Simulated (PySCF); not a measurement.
Computed shifts of a molecule C3H6BFN2, KT2/pcSseg-1 (PySCF), GIAO, gas phase, equivalent atoms averaged, in ppm (number of nuclei): ¹³C: 169.6 (1), 86.2 (1), 33.1 (1). ¹⁵N: 417.1 (1), 137.5 (1). ¹⁹F: -186.4 (1). ¹H: 8.38 (1), 5.28 (2), 3.30 (3). References: ¹³C against TMS (σ = 185.1 ppm); ¹⁵N against NH3 (σ = 266.2 ppm); ¹¹B against BF3 (σ = 89.8 ppm); ¹⁹F against CFCl3 (σ = 127.1 ppm); ¹H against TMS (σ = 31.47 ppm), references at their B3LYP-D3(BJ)/def2-TZVP geometries, non-relativistic. The structure is a stationary point at B3LYP-D3(BJ)/def2-SVP. The values are those of a single conformer.

### Question
Identify the compound among the candidates.
(A) NB(F)N1C=CC1
(B) C[C@]1(F)N=CB1N
(C) NB1NCC=C1F
(D) CN1CN=CB1F

### Answer
D, CN1CN=CB1F
